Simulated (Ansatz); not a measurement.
Input and output for C$_{6}$H$_{4}$F$_{6}$MgO$_{2}$ (`[CH3][Mg-]1[O]C(C(F)(F)F)=CC(C(F)(F)F)=[O+]1`).

```yaml
crystal:
  periodic: [false, false, false]
  atoms:
    - {symbol: C, position_ang: [-2.798755, -2.826200, -0.407044]}
    - {symbol: Mg, position_ang: [-1.425956, -1.297389, -0.230806]}
    - {symbol: O, position_ang: [-1.336860, 0.551681, -0.064576]}
    - {symbol: C, position_ang: [-0.370734, 1.490855, 0.133594]}
    - {symbol: C, position_ang: [-0.688613, 3.006278, 0.280715]}
    - {symbol: F, position_ang: [-1.620924, 3.132948, 1.243280]}
    - {symbol: F, position_ang: [0.244155, 3.735467, 0.400039]}
    - {symbol: F, position_ang: [-1.344310, 3.112252, -0.882909]}
    - {symbol: C, position_ang: [0.918116, 1.041822, 0.152341]}
    - {symbol: C, position_ang: [1.372454, -0.267160, -0.036851]}
    - {symbol: C, position_ang: [2.956748, -0.497689, 0.065065]}
    - {symbol: F, position_ang: [3.330274, -1.243631, -1.004276]}
    - {symbol: F, position_ang: [3.292521, -1.360299, 1.025711]}
    - {symbol: F, position_ang: [3.672071, 0.556989, 0.267647]}
    - {symbol: O, position_ang: [0.761899, -1.202880, -0.125175]}
    - {symbol: H, position_ang: [-3.771208, -2.392081, -0.806180]}
    - {symbol: H, position_ang: [-2.995600, -3.287247, 0.608813]}
    - {symbol: H, position_ang: [-2.409162, -3.636819, -1.015329]}
    - {symbol: H, position_ang: [1.709061, 1.847505, 0.192671]}
basis:
  gaussian: {orbitals: cc-pVTZ-DK}
total_charge: 1
magnetization: {spin_polarized: true, initial_magnetization: 1}
hamiltonian: {xc: {name: B2GP-PLYP}, pseudopotentials: {relativity: scalar}}
accuracy: high
```

```sh
$ ansatz run in.yaml --threads 11 --pin off --events-out ev --progress --plain --max-ram 174080MiB --backend cuda --devices 0, --max-vram 75GiB
```

Output, abridged:

```
Functional definition: B2GP-PLYP
9319 factors; integrals over basis functions are off by at most 6.8e-8 eV
mean field evaluation 1: about -32085.3233 eV, gradient 6.3e1 eV
mean field evaluation 2: about -32085.7924 eV, gradient 6.4e1 eV
mean field evaluation 4: about -32098.0998 eV, gradient 7.2e0 eV
mean field evaluation 8: about -32098.3352 eV, gradient 8.2e-1 eV
mean field evaluation 16: about -32098.3394 eV, gradient 4.5e-3 eV
mean field evaluation 32: about -32098.3394 eV, gradient 1.1e-5 eV
mean field -32098.33939281 eV, -1179.5922156501 hartree, gradient 7.8e-8 eV, S^2 0.754028; 3 other end points of the search recorded, 0 dependent functions left out
15 core orbitals not correlated: weight in the atoms' cores, before any rotation towards them, 1.000 or more for the frozen orbitals, at most 0.000 for the correlated occupied ones
reference -32098.33942107 eV, -1179.5922166884 hartree; 46, 45 occupied and 449, 450 virtual orbitals, 9319 factors
second order -90.25139996 eV of doubles, -0.00000000 eV of singles
Total energy: -32130.82992505 eV, -1180.7862206870 hartree
Relativity: scalar
```

Hardware: 11 threads of an AMD EPYC 7R13 on a shared host and a whole NVIDIA H100 80 GB. Wall time 16 s, peak host memory 7.8 GiB.
